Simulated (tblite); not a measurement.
Species: C6H14SeSi.
Numbering: `[CH3:1][Si:2]([CH3:3])([CH3:4])[Se:5][CH:6]1[CH2:7][CH2:8]1` (hydrogens: H9, H10, H11 on C1; H12, H13, H14 on C3; H15, H16, H17 on C4; H18 on C6; H19, H20 on C7; H21, H22 on C8)

Computed with GFN2-xTB (tblite), gas phase: L-BFGS steps from a force-field or distance-geometry start until the largest atomic force falls under 0.01 eV/Å.

Step 5: E = -676.5864 eV
```
atom  x, y, z in Å  |  force x, y, z in eV/Å
C1     -0.7477    1.6451   -0.6617    0.034   0.289  -0.107
Si2    -1.2226   -0.0689   -0.0245    0.111  -0.033  -0.073
C3     -2.9519   -0.5022   -0.6163   -0.289  -0.079  -0.124
C4     -1.1768   -0.0716    1.8609   -0.003  -0.042   0.297
Se5     0.2611   -1.6571   -0.7854   -0.212  -0.208   0.025
C6      1.8171   -0.6885   -0.1819    0.048   0.061   0.079
C7      2.4692    0.2376   -1.1491    0.013   0.213  -0.093
C8      3.1096   -1.0582   -0.8164    0.148  -0.232   0.026
H9     -0.6767    1.6581   -1.7437    0.021   0.035  -0.057
H10     0.2051    1.9686   -0.2603    0.066   0.048  -0.001
H11    -1.4986    2.3724   -0.3688    0.029   0.039  -0.020
H12    -3.6607    0.2271   -0.2412   -0.060  -0.023  -0.019
H13    -3.2491   -1.4803   -0.2600   -0.077  -0.080  -0.022
H14    -3.0072   -0.5030   -1.6980   -0.061  -0.039  -0.064
H15    -0.2022    0.2208    2.2334    0.044   0.013   0.094
H16    -1.4026   -1.0598    2.2480    0.005  -0.012   0.079
H17    -1.9089    0.6225    2.2536   -0.034   0.040   0.118
H18     1.8165   -0.4212    0.8639   -0.122  -0.071   0.113
H19     2.0195    0.3378   -2.1155   -0.112   0.051  -0.330
H20     2.9263    1.1396   -0.7899    0.061   0.235   0.145
H21     3.9931   -1.0592   -0.2124    0.307  -0.011   0.184
H22     3.0772   -1.8403   -1.5492    0.084  -0.195  -0.250
```

Step 6: E = -676.6118 eV
```
atom  x, y, z in Å  |  force x, y, z in eV/Å
C1     -0.7455    1.6498   -0.6643    0.048   0.286  -0.110
Si2    -1.2223   -0.0690   -0.0245    0.011   0.011  -0.017
C3     -2.9574   -0.5060   -0.6199   -0.280  -0.072  -0.114
C4     -1.1763   -0.0717    1.8684   -0.006  -0.024   0.284
Se5     0.2589   -1.6698   -0.7730   -0.189  -0.163  -0.033
C6      1.8173   -0.6930   -0.1857    0.219   0.123   0.015
C7      2.4711    0.2428   -1.1501    0.064   0.043  -0.077
C8      3.1179   -1.0612   -0.8158    0.061  -0.090  -0.008
H9     -0.6727    1.6703   -1.7470    0.005  -0.015  -0.035
H10     0.2082    1.9792   -0.2664    0.038   0.000   0.015
H11    -1.4938    2.3819   -0.3739    0.019  -0.004  -0.002
H12    -3.6693    0.2236   -0.2460   -0.008  -0.050  -0.019
H13    -3.2608   -1.4858   -0.2669   -0.023  -0.019  -0.010
H14    -3.0209   -0.5089   -1.7029   -0.007  -0.019  -0.016
H15    -0.2013    0.2199    2.2470   -0.009   0.006   0.034
H16    -1.4011   -1.0602    2.2605    0.005   0.028   0.023
H17    -1.9088    0.6226    2.2663    0.007   0.001   0.065
H18     1.7971   -0.4318    0.8630   -0.026  -0.045   0.060
H19     2.0214    0.3542   -2.1215   -0.036  -0.058  -0.167
H20     2.9234    1.1573   -0.7980    0.002   0.005   0.165
H21     4.0108   -1.0745   -0.2140    0.079   0.077   0.105
H22     3.0937   -1.8503   -1.5498    0.026  -0.019  -0.159
```

Problem. Estimate the geometry and energy of step 7. (The exact step hangs on the optimiser's Hessian estimate; all steps are aligned on step 6, rigid shifts and turns removed.)

Solution. E = -676.6210 eV, largest force 0.174 eV/Å
```
atom  x, y, z in Å  |  force x, y, z in eV/Å
C1     -0.7438    1.6558   -0.6669    0.037   0.146  -0.063
Si2    -1.2224   -0.0685   -0.0248   -0.070   0.058   0.031
C3     -2.9633   -0.5086   -0.6228   -0.145  -0.044  -0.062
C4     -1.1763   -0.0718    1.8753   -0.007   0.001   0.146
Se5     0.2547   -1.6774   -0.7692   -0.092  -0.080  -0.020
C6      1.8208   -0.6926   -0.1872    0.146   0.064   0.005
C7      2.4729    0.2451   -1.1522    0.089  -0.003  -0.077
C8      3.1221   -1.0637   -0.8154    0.066  -0.026  -0.054
H9     -0.6712    1.6744   -1.7493    0.005  -0.012  -0.039
H10     0.2104    1.9830   -0.2681    0.032   0.001   0.012
H11    -1.4923    2.3857   -0.3756    0.004   0.015   0.002
H12    -3.6731    0.2219   -0.2479   -0.021  -0.047  -0.019
H13    -3.2656   -1.4887   -0.2694   -0.018  -0.009  -0.009
H14    -3.0259   -0.5114   -1.7056   -0.005  -0.015  -0.019
H15    -0.2006    0.2198    2.2528   -0.018   0.005   0.028
H16    -1.4006   -1.0605    2.2657    0.001   0.019   0.025
H17    -1.9090    0.6230    2.2723    0.015  -0.009   0.061
H18     1.7898   -0.4363    0.8644    0.019  -0.037  -0.010
H19     2.0211    0.3588   -2.1272    0.032  -0.091  -0.029
H20     2.9228    1.1643   -0.7974   -0.040  -0.118   0.121
H21     4.0191   -1.0784   -0.2123   -0.045   0.092   0.028
H22     3.0999   -1.8547   -1.5536    0.015   0.089  -0.057
```

The energy changes by -0.0093 eV. The first-order estimate −F·Δx gives -0.0137 eV and the mean of the old and new forces, exact on a quadratic surface, -0.0093 eV. The step makes an angle of 52° with the force vector and moves no atom by more than 0.009 Å.

The cost below is that of the whole relaxation. The run took 2.1 s on Intel Xeon at 2.50 GHz, one thread, on a shared host.
